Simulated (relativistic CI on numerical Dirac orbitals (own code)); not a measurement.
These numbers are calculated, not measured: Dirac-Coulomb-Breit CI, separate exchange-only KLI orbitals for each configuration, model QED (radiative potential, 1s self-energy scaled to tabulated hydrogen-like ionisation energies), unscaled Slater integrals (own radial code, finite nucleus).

The strongest absorption lines from the ground level of an ion, among the configurations computed and to levels below about 209 eV (vacuum wavelength in Å, gf): 70.551 (0.12), 70.948 (0.0087), 82.492 (0.17), 83.527 (0.43), 84.511 (0.01), 103.70 (0.24), 105.44 (0.12), 164.24 (4.1).

Problem. Which ion is it?
A. Cr6+
B. Fe8+
C. Fe10+
D. Fe6+

Solution. B. Fe8+ has 18 electrons and the ground level 3s2.3p6 1S_0; the strongest line goes to 3s2.3p5.3d 1P°_1. The pattern of lines fixes the number of electrons, and along that sequence the line energies rise steadily with the charge (about as its square where n changes within one kind of shell, about linearly where n is kept but much faster in heavy ions where fine structure, which grows about as Z⁴, sets the gap, and irregularly where shells cross), which fixes Z. Configurations outside the model, such as inner-shell arrays, can give stronger lines. At this charge configurations can still be misplaced by up to about 7 % of their energy.

LS names give the leading component of a level, which can be under half, so a name can repeat, a term be missing and a line seem to break the LS rules.
